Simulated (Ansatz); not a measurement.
`[SiH3][NH][AlH][SiH2]Cl` + H₂ → `[AlH2][SiH2]Cl` + `N[SiH3]`  (hydrogenolysis of the Al–N bond)

Program: Ansatz. Geometries: PBE0-D4/def2-TZVP. ΔE: electronic, gas phase. CBS: MP2 limit from def2 TZ/QZ plus the TZ coupled-cluster correction, frozen cores. This one scheme is used for every species. DFT in def2-TZVPP. HSE06 is defined as in plane-wave codes. One conformer a species, not always the lowest.

| level | ΔE (kcal/mol) |
| --- | --- |
| LDA (SPW92) | 22.6 |
| r2SCANh-D4 | 23.5 |
| BLYP | 19.3 |
| HSE06 | 19.6 |

(1) What does CCSD(T)/CBS give? (Best estimate.)

Largest T1 diagnostic among the species: 0.012.

Results:

(1) Computed: +23.4 kcal/mol. The listed levels differ from it by -0.8, 0.1, -4.1, -3.8 kcal/mol.

Leaving LDA and LC-ωPBE aside and taking each functional with its dispersion term where it has one, the values, not all of them listed here, spread over 3.7 kcal/mol, from B97M-V to BLYP-D4. LDA lies +2.4 kcal/mol from PBE without D4. From r2SCAN to r2SCAN0 (25 % exact exchange), in def2-TZVPP and without D4, ΔE moves by −1.1 kcal/mol. The D4 term adds +3.8 kcal/mol with B3LYP and +2.2 kcal/mol with PBE0; it sums over pairs of atoms, weighted by their polarisabilities, and B3LYP, whose exchange is more repulsive, gets the larger term.

B3LYP here is the variant with VWN-RPA as its local correlation; programs differ in this.
